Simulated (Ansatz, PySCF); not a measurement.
Sites of deprotonation of O[SiH2]O:

A. O[SiH2]O [dihydroxysilane] → O[SiH-]O + H+
B. O[SiH2]O [dihydroxysilane] → [O-][SiH2]O + H+

Quantity: gas-phase deprotonation energy (enthalpy at 298 K, with B3LYP-D3(BJ) rigid-rotor harmonic-oscillator terms), kcal/mol. Structures are relaxed separately at B3LYP-D3(BJ)/def2-TZVP in Ansatz (a quantum-chemistry and plane-wave program), one conformer each, not searched for the lowest. Frequencies are from Ansatz or PySCF. Valence correlation only, unless marked. No spin-orbit coupling. No relativistic terms. CBS(X,Y): correlation extrapolated as X^-3; Hartree-Fock from the larger set. Anions need diffuse functions, which plain sets lack and def2-D sets hold few of.

```tsv
	PBE0/def2-TZVPD (Ansatz)	B2GP-PLYP/def2-TZVPD (Ansatz)	RI-MP2/aug-cc-pV(Q+d)Z (Ansatz)	CCSD(T)/CBS(aug-cc-pV(T+d)Z,aug-cc-pV(Q+d)Z) (Ansatz)
A	381.5	383.1	383.4	[?]
B	354.1	351.9	350.9	[?]
```

Task: Some entries are withheld; supply them.

Result: 
- A, CCSD(T)/CBS(aug-cc-pV(T+d)Z,aug-cc-pV(Q+d)Z) (Ansatz): 383.3
- B, CCSD(T)/CBS(aug-cc-pV(T+d)Z,aug-cc-pV(Q+d)Z) (Ansatz): 353.6
